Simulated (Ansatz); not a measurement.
Process, species as SMILES: ClBr → Cl atom + Br atom (the Br-Cl bond breaks)

Wanted: bond dissociation energy (electronic), in kcal/mol. Set-up: LANL2DZ with its own core potentials from Na on; valence correlation only (noble-gas shells and the d and f shells of earlier blocks); UHF or UKS for open shells; no spin-orbit coupling; non-relativistic; 6-31G* and kin with 6d, 5d where marked. First-principles rows: single points at B3LYP-D3(BJ) geometries (Ansatz, an electronic-structure program).

```csv
level,program,bond dissociation energy (electronic) (kcal/mol)
HF/LANL2DZ,Ansatz,-9.6
SVWN5/6-31G* with LANL2DZ past Ar,Ansatz,59.2
PBE/3-21G,Ansatz,41.7
PBE/6-31G* with LANL2DZ past Ar,Ansatz,44.8
B3LYP/6-31G*,Ansatz,48.4
MP2/6-31G*,Ansatz,41.9
MP2/6-31G* with LANL2DZ past Ar,Ansatz,25.7
B3LYP-D3(BJ)/def2-TZVPD,Ansatz + dftd3,54.0
PBE0/def2-TZVPD,Ansatz,55.9
wB97M-V/def2-TZVPD,Ansatz,54.9
```

No value to compare with is used here. The 7 habitual levels span -9.6 (HF/LANL2DZ) to 59.2 kcal/mol (SVWN5/6-31G* with LANL2DZ past Ar); wB97M-V/def2-TZVPD gives 54.9.

The levels are drawn from those run, B3LYP/6-31G* more often than the rest, none by its result; runs whose electronic state is in doubt are left out.
